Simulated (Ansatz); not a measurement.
Ideal-gas functions of `O[CH](F)[GeH3]` at 298.15 K and 1 bar, from an Ansatz frequency run at PBE0-D4/def2-TZVP.

Molar mass 124.66 g/mol, point group C1 (symmetry number 1), electronic degeneracy 1, moments of inertia 57.674, 185.281, 226.84 u Å². Harmonic wavenumbers (cm⁻¹, unscaled): 98, 208, 259, 366, 468, 558, 575, 693, 810, 874, 879, 1008, 1152, 1205, 1350, 1418, 2163, 2171, 2185, 3023, 3812.

Use S(trans) = R[1.5 ln M + 2.5 ln T − 1.1517]; rotational temperatures θ = 24.2544 K / I; S(rot) = R[ln(√π/σ · √(T³/θAθBθC)) + 1.5]; for each mode x = 1.438777 ν̃/T, S = R[x/(eˣ − 1) − ln(1 − e⁻ˣ)] and H = RT x/(eˣ − 1); 1 cm⁻¹ = 0.0119627 kJ/mol; R = 8.31446 J/(mol·K).

**Question.** By hand: the entropy, in J/(mol·K).

**Answer.** Translation 169.0. Rotation: θ = 0.4205, 0.1309, 0.1069 K, giving 109.6. Vibration, mode by mode: 14.62, 8.62, 6.98, 4.59, 3.11, 2.21, 2.07, 1.32, 0.83, 0.65, 0.64, 0.38, 0.21, 0.17, 0.09, 0.07, 0.00, 0.00, 0.00, 0.00, 0.00, in all 46.6. Electronic 0.0. Sum 325.2 J/(mol·K).

**Question.** By hand: H − E and G − E in kJ/mol, counted from the electronic energy.

**Answer.** Zero-point energy ½ × 25275 × 0.0119627 = 151.2; thermal vibration 8.2; translation, rotation and pV give 4 RT = 9.9. H − E = 169.3 kJ/mol, and G − E = 169.3 − 298.15 × 325.2/1000 = 72.3 kJ/mol.

Vibration gives 14 % of the entropy, 14.6 J/(mol·K) of it from the mode under 150 cm⁻¹: soft modes count most, and the harmonic formula is weakest for them. The sum counts one conformer and one mirror image; others add a mixing term.
